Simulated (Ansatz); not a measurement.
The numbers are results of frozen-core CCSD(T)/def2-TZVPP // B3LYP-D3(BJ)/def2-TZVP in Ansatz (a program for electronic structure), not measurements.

Ansatz 0.2 input:
```yaml
crystal:
  periodic: [false, false, false]
  atoms:
    - { symbol: Cl, position_ang: [-1.910476, -1.116387, 0.041309] }
    - { symbol: In, position_ang: [-0.004462, 0.229715, -0.013242] }
    - { symbol: Cl, position_ang: [1.952405, -1.038861, 0.08288] }
    - { symbol: H, position_ang: [-0.037466, 1.925532, -0.110946] }
basis:
  gaussian: { orbitals: def2-TZVPP }
correlation:
  method: ccsd_t
```

Output:

```
Functional definition: HF
1055 factors; integrals over basis functions are off by at most 9.0e-4 eV
mean field evaluation 1: about -30173.9220 eV, gradient 2.0e1 eV
mean field evaluation 2: about -30173.9489 eV, gradient 2.0e1 eV
mean field evaluation 4: about -30175.3551 eV, gradient 1.7e0 eV
mean field evaluation 8: about -30175.3724 eV, gradient 1.5e-1 eV
mean field evaluation 16: about -30175.0743 eV, gradient 1.1e1 eV
mean field -30175.37248586 eV, -1108.9244852533 hartree, gradient 1.0e-6 eV, S^2 0.000000; 0 other end points of the search recorded, 0 dependent functions left out
14 core orbitals not correlated
reference -30175.37248586 eV, -1108.9244852533 hartree; 14, 14 occupied and 120, 120 virtual orbitals, 1055 factors
second order -17.77449110 eV of doubles, -0.00000000 eV of singles
cycle   1  -18.12657883 eV  change   -3.5e-1 eV  update   9.2e-2
cycle   2  -18.53275409 eV  change   -4.1e-1 eV  update   2.6e-2
cycle   3  -18.60510228 eV  change   -7.2e-2 eV  update   1.5e-2
cycle   4  -18.59476264 eV  change    1.0e-2 eV  update   4.0e-3
cycle   5  -18.59193726 eV  change    2.8e-3 eV  update   1.5e-3
cycle   6  -18.59225170 eV  change   -3.1e-4 eV  update   4.0e-4
cycle   7  -18.59220020 eV  change    5.2e-5 eV  update   1.3e-4
cycle   8  -18.59219935 eV  change    8.4e-7 eV  update   4.5e-5
cycle   9  -18.59221683 eV  change   -1.7e-5 eV  update   1.9e-5
perturbative correction -0.69396477 eV, -0.0255027350 hartree
Total energy: -30194.65866746 eV, -1109.6332393546 hartree
```

Cost: very roughly 19 core-seconds.
